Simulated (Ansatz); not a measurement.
`N[BH][Al]([Cl])[Cl]` + `[SiH3][SeH]` → `NB[Se][SiH3]` + `[Cl][AlH][Cl]`  (cleavage of the B–Al bond)

Isolated molecules relaxed with PBE0-D4/def2-TZVP in Ansatz; ΔE leaves out vibrations. CCSD(T)/CBS adds triple-zeta CCSD(T) − MP2 to the extrapolated MP2 energy (def2 sets, frozen cores). This one scheme is used for every species. For Se outer-core shells are correlated without core-valence functions, which leaves a few kJ/mol of doubt a bond. Scalar relativity is left out up to krypton. One conformer a species, not always the lowest.

```json
{"level": "CCSD(T)/def2-TZVPP", "ΔE (eV)": "-0.76"}
{"level": "HF/def2-QZVPP", "ΔE (eV)": "-0.78"}
```

Task: What does CCSD(T)/CBS give? (Estimate.)

Result: Computed: -0.78 eV. The listed levels differ from it by 0.02, 0.00 eV.

Largest T1 diagnostic among the species: 0.012.

From PBE to PBE0 (25 % exact exchange), in def2-TZVPP and without D4, ΔE moves by −0.04 eV. The D4 term adds −0.05 eV with B3LYP and −0.02 eV with PBE0; it sums over pairs of atoms, weighted by their polarisabilities, and B3LYP, whose exchange is more repulsive, gets the larger term.

B3LYP here is the variant with VWN-RPA as its local correlation; programs differ in this.
